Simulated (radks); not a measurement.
The numbers below are computed, except where a source is named.
All-electron atom: neutral boron in [He] 2s2 2p1.

Level of theory: non-relativistic Kohn-Sham, PBEsol, spin-polarised, spherical densities, point nucleus; open shells are filled with parallel spins first; hard spherical wall at 3.5 bohr (a radial shooting solver on a logarithmic mesh with Libxc functionals).

Energy parts (hartree):
part                     energy
total                 -24.19573
kinetic                25.45359
electron-nucleus      -58.38736
Hartree                12.61397
exchange-correlation   -3.87593

Orbitals (lengths in bohr, moments of r in powers of bohr):
orbital	occ.	eigenvalue (hartree)	<r>
1s up	1	-6.29817	0.3319
1s down	1	-6.28265	0.3310
2s up	1	-0.15085	1.649
2s down	1	-0.09224	1.659
2p up	1	0.09826	1.606
2p down	0	0.15769	1.619
3s up	0	1.33924	1.976
3s down	0	1.38765	1.975
3p up	0	1.35930	1.856
3p down	0	1.40834	1.851
3d up	0	0.92016	2.120
3d down	0	0.96803	2.129

The highest occupied level is 2p up at 2.674 eV. Spin moment in Bohr magnetons: 1. The electron density at the nucleus is 72.37 e/bohr^3. The density falls to 0.001 e/bohr^3 at r = 3.11 bohr. The pressure on the wall is 75.5 GPa.
